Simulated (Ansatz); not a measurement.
The same path of Cl2FHSi + H2 (7 atoms, charge 0, multiplicity 1) was run twice with different band settings. Lost on the way: Si1–F2, H6–H7. Made: Si1–H7, F2–H6.

These are results of Ansatz 0.2.0, RKS PBE0-D4/def2-SVP, not measurements.

Relaxed end points:

```xyz
7
Properties=species:S:1:pos:R:3
Si -0.865 0.413 -0.571
F 0.616 1.014 -0.370
Cl -0.692 -1.407 -1.466
Cl -1.718 0.213 1.268
H -1.645 1.339 -1.412
H 2.046 -0.490 1.060
H 2.257 -1.081 1.491
```

```xyz
7
Properties=species:S:1:pos:R:3
Si -0.666 0.067 0.385
F 2.026 0.579 -0.643
Cl -0.157 -1.470 -0.931
Cl -2.554 -0.333 1.095
H -0.708 1.334 -0.374
H 1.780 -0.216 -1.055
H 0.279 0.037 1.521
```

Common settings: movable images 7; climbing image yes; optimiser quadratic models (default); start path through a guess of the saddle point; force threshold 0.05 eV/Å; iteration limit 60; end points relaxed.

| run | spring |
| --- | --- |
| 1 | 5.0 eV/Å² |
| 2 | 20.0 eV/Å² |

**Question.** What does each run give, and how far can it be trusted?

**Answer.** Run 1: converged after 13 iterations, highest image 2.288 eV above the first end. Neighbouring images differ by up to 1.2 eV, so the band resolves the path poorly. A vibrational analysis at the climbing image gives one clearly imaginary mode, 1056i cm⁻¹: a first-order saddle point.
Run 2: converged after 13 iterations, highest image 2.288 eV above the first end. Neighbouring images differ by up to 1.2 eV, so the band resolves the path poorly. Another band between the same ends (7 images) ends at a top of the same energy, where a vibrational analysis finds 1 clearly imaginary mode.
The orbitals stay closed-shell, which can raise the energy where a bond breaks towards radicals; this wasn't checked here.
